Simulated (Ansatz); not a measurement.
BCl₃: single points at one geometry.

```yaml
crystal:
  periodic: [false, false, false]
  atoms:
    - {symbol: B, position_ang: [-0.000001, -0.000004, 0.000001]}
    - {symbol: Cl, position_ang: [1.747487, -0.027938, 0.013407]}
    - {symbol: Cl, position_ang: [-0.849453, 1.527351, -0.017447]}
    - {symbol: Cl, position_ang: [-0.898033, -1.499410, 0.004038]}
basis:
  gaussian: {orbitals: def2-TZVP, initial_orbitals: start.molden}
hamiltonian: {xc: r2scan, dispersion: d4}
scf: {omitted_lower_state_checks: [starts]}
output: {forces: true, orbitals: {seedname: orbitals}}
```

The file start.molden holds the orbitals of an earlier run on this structure, at another level or in another basis.

```sh
$ ansatz run in.yaml --threads 2 --pin off --events-out ev --progress --plain --max-ram 4352MiB
```

It prints (some lines left out):

```
Functional definition: r2SCAN
937 factors; their error is unknown
mean field evaluation 1: about -38246.0650 eV, gradient 1.0e1 eV
mean field evaluation 2: about -38246.0907 eV, gradient 5.6e-2 eV
mean field evaluation 4: about -38246.0858 eV, gradient 7.2e-5 eV
mean field evaluation 8: about -38246.0858 eV, gradient 2.4e-5 eV
mean field -38246.08582775 eV, -1405.5177300417 hartree, gradient 2.4e-5 eV, S^2 0.000000; 0 other end points of the search recorded, 0 dependent functions left out
reference -38246.08583644 eV, -1405.5177303612 hartree; 28, 28 occupied and 114, 114 virtual orbitals, 937 factors
Total energy: -38246.11472711 eV, -1405.5187920738 hartree
Atom 0 at    -0.000001    -0.000004     0.000001 Å, force     0.000160     0.000267    -0.000001 eV/Å
Atom 1 at     1.747487    -0.027938     0.013407 Å, force    -0.171436     0.002613    -0.001314 eV/Å
Atom 2 at    -0.849453     1.527351    -0.017447 Å, force     0.083223    -0.149900     0.001711 eV/Å
Atom 3 at    -0.898033    -1.499410     0.004038 Å, force     0.088053     0.147019    -0.000396 eV/Å
Dipole moment:     0.000003     0.000005    -0.000000 e Å
Checks for a lower state left out: starts
```

Run time 3.3 s (2 threads of Intel Xeon Platinum 8259CL on a shared host).

First input, but with `hamiltonian: {xc: {name: r2SCANh}, dispersion: d4}`, `output: {orbitals: {seedname: orbitals}}` (abridged; 4.4 s):

```
Functional definition: r2SCANh
mean field -38245.94792394 eV, -1405.5126621700 hartree, gradient 1.3e-5 eV, S^2 0.000000
Total energy: -38245.97960211 eV, -1405.5138263214 hartree
Checks for a lower state left out: starts
```

As the first input, with `hamiltonian: {xc: {name: BLYP}, dispersion: d4}`, `output: {orbitals: {seedname: orbitals}}` (abridged; 1.6 s):

```
Functional definition: BLYP
mean field -38248.37271660 eV, -1405.6017716569 hartree, gradient 1.8e-5 eV, S^2 0.000000
Total energy: -38248.67471498 eV, -1405.6128698925 hartree
Checks for a lower state left out: starts
```

First input, but with `hamiltonian: {xc: pbe, dispersion: d4}` (abridged; 2 s):

```
Functional definition: PBE
mean field -38232.58699451 eV, -1405.0216570702 hartree, gradient 2.2e-5 eV, S^2 0.000000
Total energy: -38232.72250036 eV, -1405.0266368181 hartree
Atom 0 force    -0.000042    -0.000070     0.000000 eV/Å
Atom 1 force     0.000065    -0.000029     0.000001 eV/Å
Atom 2 force    -0.000056     0.000044    -0.000001 eV/Å
Atom 3 force     0.000033     0.000055    -0.000000 eV/Å
Dipole moment:    -0.000000    -0.000000     0.000000 e Å
Checks for a lower state left out: starts
```

As the first input, with `gaussian: {orbitals: def2-SVP, initial_orbitals: start.molden}`, `hamiltonian: {xc: pbe0, dispersion: d4}`, `output: {orbitals: {seedname: orbitals}}` (abridged; 1.2 s):

```
Functional definition: PBE0
mean field -38222.20634175 eV, -1404.6401751173 hartree, gradient 3.9e-5 eV, S^2 0.000000
Total energy: -38222.32060784 eV, -1404.6443743188 hartree
Checks for a lower state left out: starts
```

The first input with `correlation: {method: mp2}`, `output: {orbitals: {seedname: orbitals}}` and without the key `hamiltonian` (abridged; 2.4 s):

```
Functional definition: HF
mean field -38187.16728573 eV, -1403.3525135591 hartree, gradient 6.1e-6 eV, S^2 0.000000
16 core orbitals not correlated: weight in the atoms' cores, before any rotation towards them, 1.000 or more for the frozen orbitals, at most 0.000 for the correlated occupied ones
second order -17.70676842 eV of doubles, -0.00000000 eV of singles
Total energy: -38204.87405415 eV, -1404.0032252964 hartree
Checks for a lower state left out: starts
```

As the first input, with `gaussian: {orbitals: 6-31G, initial_orbitals: start.molden}`, `hamiltonian: {xc: {name: B3LYP}, dispersion: d4}`, `output: {orbitals: {seedname: orbitals}}` (abridged; 0.85 s):

```
Functional definition: B3LYP
mean field -38245.33523826 eV, -1405.4901463868 hartree, gradient 2.2e-6 eV, S^2 0.000000
Total energy: -38245.56091248 eV, -1405.4984397614 hartree
Checks for a lower state left out: starts
```

Geometry: PBE-D4/def2-TZVP.

B3LYP takes the VWN-RPA correlation. Correlated methods freeze 16 core orbitals.
